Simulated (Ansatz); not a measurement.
System: CCl (charge 0, doublet). 
Geometry from a B3LYP-D3(BJ)/def2-TZVP (Ansatz, a program for electronic structure) optimisation:
```xyz
2

C      0.0000     0.0000    -1.2243
Cl     0.0000     0.0000     0.4321
```
Charge 0, spin multiplicity 2.

PBE beside other levels, property by property. Correlated levels leave the core frozen unless marked. UHF or UKS for open shells. No spin-orbit coupling. No relativistic terms. Basis-set limits of correlation are two-point, X^-3; Hartree-Fock from the larger set (for Q and 5 zeta extrapolated as (X+1)exp(-9√X)). Atomisation energies are electronic, to ground-state atoms; the column to compare with has the core term from cc-pwCVTZ added, other frozen-core levels have none. Vertical energies are electronic, to the SCF solution reached for that spin. Anions need diffuse functions, of which def2-TZVPD holds fewer than the aug- sets. The coupled-cluster column (Ansatz) is a level with limits of its own: (a) CCSD(T)/CBS(aug-cc-pV(T+d)Z,aug-cc-pV(Q+d)Z); (b) CCSD(T)/CBS(cc-pV(Q+d)Z,cc-pV(5+d)Z).

```csv
property,PBE/def2-TZVPD (Ansatz),r2SCAN-D4/def2-TZVPD (Ansatz + dftd4),B3LYP-D3(BJ)/def2-TZVPD (Ansatz + dftd3),CCSD(T)/aug-cc-pV(T+d)Z (Ansatz),coupled cluster
vertical electron affinity to the triplet (eV),0.88,1.02,0.93,0.85,0.93 (a)
atomisation energy (kcal/mol),109.7,101.6,98.3,92.9,97.8 (b)
```

As the rows show:
- vertical electron affinity to the triplet: PBE lies 0.05 eV below coupled cluster.
- atomisation energy: PBE lies 11.9 kcal/mol above coupled cluster.
